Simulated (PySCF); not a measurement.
C4H8O2, triplet, at the geometry of the source list (a higher spin typed on purpose: for a closed-shell molecule this is an excited state), with bond 12-4 at 2.2 times its length; HF/6-31G (PySCF).

The PySCF input:
```python
from pyscf import gto, scf

mol = gto.Mole()
mol.atom = '''
    C     1.24640000    0.54760000   -0.01630000
    C     0.93500000   -0.84780000    0.51060000
    O    -0.15730000   -1.43340000   -0.17640000
    C    -1.08080000   -0.48080000   -0.67410000
    C    -1.10060000    0.78100000    0.17980000
    O     0.15730000    1.43340000    0.17640000
    H     2.09660000    0.97920000    0.51690000
    H     1.49450000    0.48700000   -1.08620000
    H     1.78830000   -1.51380000    0.36340000
    H     0.71310000   -0.79080000    1.58640000
    H    -0.82360000   -0.21660000   -1.71040000
    H    -3.23570000   -1.54494000   -0.66156000
    H    -1.82470000    1.49920000   -0.21200000
    H    -1.38400000    0.52040000    1.21010000
'''
mol.basis = '6-31g'
mol.spin = 2
mol.verbose = 4
mol.build()

mf = scf.UHF(mol)
mf.kernel()
mo_i, mo_e, stable_i, stable_e = mf.stability(internal=True, external=True, return_status=True, nroots=6, tol=1e-6)
print('internally stable:', stable_i, ' externally stable:', stable_e)
if not stable_i:
    umf = mf.copy()
    umf.scf_summary = {}
    umf.kernel(umf.make_rdm1(mo_i, mf.mo_occ))
```

The log (banner, timings and long lists left out):

```
PySCF version 2.14.0

[INPUT] verbose = 4
[INPUT] num. atoms = 14
[INPUT] num. electrons = 48
[INPUT] charge = 0
[INPUT] spin (= nelec alpha-beta = 2S) = 2
[INPUT] symmetry False subgroup None
[INPUT] Mole.unit = angstrom
[INPUT] Symbol           X                Y                Z      unit          X                Y                Z       unit  Magmom
[INPUT]  1 C      1.246400000000   0.547600000000  -0.016300000000 AA    2.355354641658   1.034814025812  -0.030802535830 Bohr   0.0
[INPUT]  2 C      0.935000000000  -0.847800000000   0.510600000000 AA    1.766893926468  -1.602109808406   0.964894159203 Bohr   0.0
[INPUT]  3 O     -0.157300000000  -1.433400000000  -0.176400000000 AA   -0.297253919394  -2.708733426952  -0.333347688373 Bohr   0.0
[INPUT]  4 C     -1.080800000000  -0.480800000000  -0.674100000000 AA   -2.042415995430  -0.908580320691  -1.273864380569 Bohr   0.0
[INPUT]  5 C     -1.100600000000   0.781000000000   0.179800000000 AA   -2.079832572696   1.475876103285   0.339772757197 Bohr   0.0
[INPUT]  6 O      0.157300000000   1.433400000000   0.176400000000 AA    0.297253919394   2.708733426952   0.333347688373 Bohr   0.0
[INPUT]  7 H      2.096600000000   0.979200000000   0.516900000000 AA    3.961999792763   1.850419821174   0.976799433788 Bohr   0.0
[INPUT]  8 H      1.494500000000   0.487000000000  -1.086200000000 AA    2.824195693162   0.920296622663  -2.052620516503 Bohr   0.0
[INPUT]  9 H      1.788300000000  -1.513800000000   0.363400000000 AA    3.379397228560  -2.860667407367   0.686726473667 Bohr   0.0
[INPUT] 10 H      0.713100000000  -0.790800000000   1.586400000000 AA    1.347563699427  -1.494395419306   2.997861524010 Bohr   0.0
[INPUT] 11 H     -0.823600000000  -0.216600000000  -1.710400000000 AA   -1.556378436192  -0.409314678581  -3.232187563456 Bohr   0.0
[INPUT] 12 H     -3.235700000000  -1.544940000000  -0.661560000000 AA   -6.114586821255  -2.919513478886  -1.250167214967 Bohr   0.0
[INPUT] 13 H     -1.824700000000   1.499200000000  -0.212000000000 AA   -3.448183259494   2.833077405948  -0.400621938408 Bohr   0.0
[INPUT] 14 H     -1.384000000000   0.520400000000   1.210100000000 AA   -2.615380956398   0.983413475224   2.286757583336 Bohr   0.0

nuclear repulsion = 261.007032465718
number of shells = 46
number of NR pGTOs = 164
number of NR cGTOs = 70
basis = 6-31g
ecp = {}

******** <class 'pyscf.scf.uhf.UHF'> ********
method = UHF
initial guess = minao
damping factor = 0
level_shift factor = 0
DIIS = <class 'pyscf.scf.diis.CDIIS'>
diis_start_cycle = 1
diis_space = 8
diis_damp = 0
SCF conv_tol = 1e-09
SCF conv_tol_grad = None
SCF max_cycles = 50
direct_scf = True
direct_scf_tol = 1e-13
number electrons alpha = 25  beta = 23
Set gradient conv threshold to 3.16228e-05
init E= -306.668327220793

cycle= 1 E= -305.367736005406  delta_E=  1.3  |g|= 0.478  |ddm|= 2.45
cycle= 2 E= -305.481717200638  delta_E= -0.114  |g|= 0.28  |ddm|= 0.685
cycle= 3 E= -305.516107256057  delta_E= -0.0344  |g|= 0.0613  |ddm|= 0.239
cycle= 4 E= -305.520267688025  delta_E= -0.00416  |g|= 0.0221  |ddm|= 0.109
cycle= 5 E= -305.521046636472  delta_E= -0.000779  |g|= 0.0121  |ddm|= 0.0421
cycle= 6 E= -305.521408174323  delta_E= -0.000362  |g|= 0.00525  |ddm|= 0.0373
cycle= 7 E= -305.521467094232  delta_E= -5.89e-05  |g|= 0.0027  |ddm|= 0.0147
cycle= 8 E= -305.521478564276  delta_E= -1.15e-05  |g|= 0.00104  |ddm|= 0.00715
cycle= 9 E= -305.521480444472  delta_E= -1.88e-06  |g|= 0.000446  |ddm|= 0.00273
cycle= 10 E= -305.521480773984  delta_E= -3.3e-07  |g|= 0.000211  |ddm|= 0.00111
cycle= 11 E= -305.521480861706  delta_E= -8.77e-08  |g|= 6.89e-05  |ddm|= 0.000713
cycle= 12 E= -305.521480871052  delta_E= -9.35e-09  |g|= 2.61e-05  |ddm|= 0.00022
cycle= 13 E= -305.521480872357  delta_E= -1.3e-09  |g|= 1.35e-05  |ddm|= 7.28e-05
cycle= 14 E= -305.521480872704  delta_E= -3.47e-10  |g|= 6.53e-06  |ddm|= 3.97e-05
Extra cycle  E= -305.521480872754  delta_E= -4.99e-11  |g|= 4.28e-06  |ddm|= 9.72e-06
converged SCF energy = -305.521480872754  <S^2> = 2.010385  2S+1 = 3.0069154
uhf_internal: lowest eigs of H = [0.39390427 0.50624079 0.53209467 0.55356364 0.56933254 0.58649302]
<class 'pyscf.scf.uhf.UHF'> wavefunction is stable in the internal stability analysis
uhf_real2complex: lowest eigs of H = [0.21065475 0.26933964 0.28790579 0.32368755 0.33599179 0.35679332]
<class 'pyscf.scf.uhf.UHF'> wavefunction is stable in the real -> complex stability analysis
uhf_external: lowest eigs of H = [-2.65736028e-02 -6.75685495e-09  1.98363742e-01  2.51057162e-01
  2.68143773e-01  2.76936593e-01]
<class 'pyscf.scf.uhf.UHF'> wavefunction has an UHF/UKS -> GHF/GKS instability
internally stable: True  externally stable: False
```
